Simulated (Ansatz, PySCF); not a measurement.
The pair A = H4Sn (SMILES [SnH4]) (first 5 atoms), B = HF (SMILES F); geometry from B3LYP-D3(BJ)/def2-TZVP.
(charge 0, multiplicity 1):
| atom | x (Å) | y (Å) | z (Å) |
|---|---|---|---|
| Sn | 0.1492 | 0.2715 | 0.1369 |
| H | -1.4909 | 0.3175 | -0.3203 |
| H | 0.3453 | -0.9630 | 1.3251 |
| H | 1.1387 | -0.1504 | -1.1863 |
| H | 0.6431 | 1.7522 | 0.8185 |
| F | -1.0315 | -0.6941 | 3.5441 |
| H | -0.4964 | -0.9005 | 2.8090 |

Frozen-core correlation. Filled d and f shells under p-block atoms count as core. CBS(a, b) extrapolates the correlation energy as X⁻³ and adds the Hartree–Fock energy of set b. MP2 and its Hartree–Fock in def2-QZVPPD are density fitted.

Programs: Ansatz (a first-principles code) with Gaussian orbitals; PySCF for the dispersion terms. Each number belongs to the level named beside it. In def2 rows elements past Kr take small-core potentials, without spin–orbit coupling.

The monomers are drawn apart, rigid, along the line of their centres of mass. Counterpoise-corrected interaction energies (kcal/mol):

```csv
level,R = 4.375 Å,R = 5.058 Å
PBE/def2-TZVPPD,-1.4130,-0.5826
PBE-D3(BJ)/def2-TZVPPD,-1.7512,-0.7554
wB97M-V/def2-TZVPPD,-1.3578,-0.5900
"MP2/CBS(def2-TZVPPD, def2-QZVPPD) + ΔCCSD(T)/def2-TZVPPD",-1.3577,-0.6000
```

Task: R is the distance of the centres of mass. Find the local exponent m of E ∝ R⁻ᵐ between the two points.

Result: 
m = ln(E₁/E₂)/ln(R₂/R₁): PBE/def2-TZVPPD 6.1; PBE-D3(BJ)/def2-TZVPPD 5.8; wB97M-V/def2-TZVPPD 5.7; MP2/CBS(def2-TZVPPD, def2-QZVPPD) + ΔCCSD(T)/def2-TZVPPD 5.6. For scale, two fixed dipoles give m = 3, dipole and quadrupole 4, quadrupoles 5, and dispersion or dipole-induced dipole 6 at long range; at these distances several terms mix, and what is left of overlap and damping shifts m, so it need not match one of them.
